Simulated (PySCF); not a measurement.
(1Z)-1,2-difluorobuta-1,3-diene (C₄H₄F₂), SMILES C=C/C(F)=C/F. The structure is a stationary point at PBE-D3(BJ)/def2-SVP. Other conformers were not sampled.

The numbers are results of PBE-D3(BJ)/def2-SVP (PySCF), not measurements.

Harmonic wavenumbers (cm⁻¹): 130, 188, 273, 285, 462, 505, 642, 700, 757, 878, 882, 971, 1004, 1168, 1204, 1270, 1340, 1397, 1636, 1704, 3093, 3106, 3145, 3198. Rotational constants (GHz): 9.668, 2.134, 1.748; symmetry number 1.

**Question.** Work out the zero-point energy and the ideal-gas rigid-rotor harmonic-oscillator thermochemistry at 298.15 K and 1 atm.

**Answer.** ZPE = ½ Σ hcν = ½ × 29939 cm⁻¹ = 179.07 kJ/mol. H − E(el) = 197.48 kJ/mol. Entropy in J/(mol K): translation 164.88, rotation 111.26, vibration 47.21, total 323.34. G − E(el) = 101.08 kJ/mol. Cp = 96.13 J/(mol K). Modes under 150 cm⁻¹ make the vibrational entropy uncertain.
